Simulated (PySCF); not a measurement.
## `InChI=1S/C5H7FO3/c1-8-5-4(7)3(6)2-9-5/h3,5H,2H2,1H3/t3-,5-/m0/s1`

Cartesian coordinates in Å; atom numbers follow the order of the lines, from 1:
```xyz
16

C     2.4602    0.0206   -0.2146
O     1.1389   -0.3738   -0.5388
C     0.3308   -0.5948    0.5807
O    -0.0145    0.5810    1.2533
C    -1.1248    1.1717    0.5914
C    -1.9582    0.0250    0.0185
F    -3.0598   -0.2404    0.7969
C    -0.9907   -1.1684    0.0474
O    -1.2181   -2.2924   -0.2673
H     2.4575    0.9316    0.3898
H     2.9569    0.2024   -1.1647
H     2.9771   -0.7751    0.3316
H     0.8219   -1.2615    1.3047
H    -1.6784    1.7456    1.3352
H    -0.7774    1.8313   -0.2123
H    -2.3293    0.2061   -0.9958
```

Level of theory: TDDFT PBE0/def2-SVPD circular dichroism and optical rotation, one conformer, gas phase in PySCF 2.14.0. Geometry: GFN2-xTB.

The molecule is flexible and this is one conformer; a measurement averages over conformers. States above about 7.7 eV (minus the energy of the highest occupied orbital) lie near or above the ionisation threshold and depend on the basis.

Problem. What are the CIP labels of the stereocentres?

Solution. C3 S, C6 S.

Problem. List the lowest 8 singlet excitations with oscillator and rotatory strengths.

Solution. Rotatory strengths R in 10⁻⁴⁰ esu² cm², velocity form and length form (origin at the centre of mass); f in length form.
| state | E (eV) | λ (nm) | f | R (velocity) | R (length) | main |
| --- | --- | --- | --- | --- | --- | --- |
| 1 | 3.75 | 331 | 0.0005 | -5.6 | -8.8 | HOMO→LUMO 0.97 |
| 2 | 5.35 | 232 | 0.001 | +3.3 | +2.5 | HOMO−1→LUMO 0.99 |
| 3 | 5.64 | 220 | 0.001 | +3.5 | +3.4 | HOMO−2→LUMO 0.98 |
| 4 | 6.67 | 186 | 0.002 | +0.7 | +1.7 | HOMO−3→LUMO 0.97 |
| 5 | 7.15 | 173 | 0.002 | +2.7 | +3.2 | HOMO−4→LUMO 0.87 |
| 6 | 7.27 | 171 | 0.005 | -11.1 | -10.4 | HOMO→LUMO+1 0.92 |
| 7 | 7.67 | 162 | 0.001 | -4.5 | -4.4 | HOMO−5→LUMO 0.67, HOMO−6→LUMO 0.11 |
| 8 | 7.83 | 158 | 0.0006 | -4.9 | -5.3 | HOMO−1→LUMO+1 0.60, HOMO→LUMO+2 0.17 |

Among the states computed, the strongest CD band (largest |R|) is state 6. The largest dissymmetry factor in size, g = 4R/(D+G), with D and G the electric and magnetic dipole strengths, is -0.086 for state 8 (velocity form, f = 0.0007), among bands with |R| over 0.5. The mirror image has the same energies and oscillator strengths and all R with the opposite sign.
